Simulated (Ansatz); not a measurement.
Geometry optimisation, RKS PBE/def2-SVP in Ansatz 0.2.0.

The input (input.yaml):

```yaml
crystal:
  periodic: [false, false, false]
  atoms:
    - { symbol: Ge, position_ang: [-0.078548, -0.56384, -0.37039] }
    - { symbol: O, position_ang: [0.515077, 0.122495, 2.454858] }
    - { symbol: H, position_ang: [-0.38643, 0.30143, 2.783806] }
    - { symbol: H, position_ang: [1.247727, 0.192723, -0.586289] }
    - { symbol: H, position_ang: [-1.270773, 0.360064, -0.040062] }
    - { symbol: Cl, position_ang: [-0.572848, -1.548805, -2.266746] }
    - { symbol: H, position_ang: [0.065542, -1.708107, 0.667348] }
    - { symbol: H, position_ang: [0.478953, -0.851359, 2.272674] }
basis:
  gaussian: { orbitals: def2-SVP }
hamiltonian:
  xc: pbe
relax:
  f_tol: 0.03
  max_steps: 50
```

Command:

```bash
$ ansatz run input.yaml --threads 2 --pin off --max-ram 3072MiB --backend cpu --events-out ev --progress --plain --runs-dir out
```

Question: Where does it end, and by what steps?

Answer: The run converged. The force dipped under the threshold on the way, but the program's further checks kept it going. After 23 steps the energy has fallen by 0.085 eV; H8 moved furthest, 0.77 Å.

```tsv
step	energy less start (eV)	largest force component (eV/Å)	accepted
0	0.0000	0.644	yes
1	0.0011	1.749	no
2	-0.0184	0.877	yes
3	-0.0425	0.545	yes
4	-0.0647	0.259	yes
5	-0.0793	0.029	yes
6	-0.0131	1.697	no
7	-0.0804	0.038	yes
8	-0.0815	0.006	yes
9	-0.0802	0.290	no
10	-0.0818	0.037	yes
11	-0.0813	0.202	no
12	-0.0821	0.037	yes
13	-0.0824	0.051	yes
14	-0.0823	0.165	no
15	-0.0826	0.044	yes
16	-0.0831	0.010	yes
17	-0.0834	0.076	yes
18	-0.0836	0.072	yes
19	-0.0838	0.077	yes
20	-0.0842	0.050	yes
21	-0.0842	0.113	yes
22	-0.0844	0.083	yes
23	-0.0846	0.016	yes
```

```xyz
8
Properties=species:S:1:pos:R:3
Ge -0.136 -0.638 -0.347
O 0.336 0.230 2.243
H -0.472 -0.001 2.740
H 1.281 -0.028 -0.383
H -1.258 0.380 -0.050
Cl -0.520 -1.330 -2.408
H -0.231 -1.922 0.513
H 0.999 -0.386 2.607
```

Whether the end is a true minimum wasn't checked by a vibrational analysis.

Run time: 33 s on 2 threads of Arm Neoverse V1, with other jobs on the host, peak memory 0.13 GiB.
